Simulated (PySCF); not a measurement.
# Iodine: highly charged ions in a basis for the neutral atom

I⁶⁺ [Kr] 4d10 5s1, I⁷⁺ [Kr] 4d10. All numbers are calculated (PySCF 2.14, scalar relativity through the core potential, in def2-TZVP with the def2 core potential (28 electrons)). No spin-orbit coupling, so a gap to NIST mixes the basis error with missing relativistic terms.

Changed run: basis of the neutral atom used for a highly charged ion. This setting is unsound on purpose.

```tsv
species	method	sound run (hartree)	changed run (hartree)	converged
I⁶⁺	UHF	not run	-288.62276	yes
I⁶⁺	r2SCAN	not run	-289.51349	yes
I⁶⁺	LDA	not run	-288.91102	yes
I⁷⁺	UHF	not run	-285.46279	yes
I⁷⁺	r2SCAN	not run	-286.27947	yes
I⁷⁺	LDA	not run	-285.63422	yes
```

Ionisation energy of I⁶⁺:

```
method  changed run (eV)     NIST (eV)
   UHF            85.987  87.61 ± 0.06
r2SCAN            88.002  87.61 ± 0.06
   LDA            89.166  87.61 ± 0.06
```

The contracted functions were made for the neutral atom and can be too rigid for a highly charged ion.
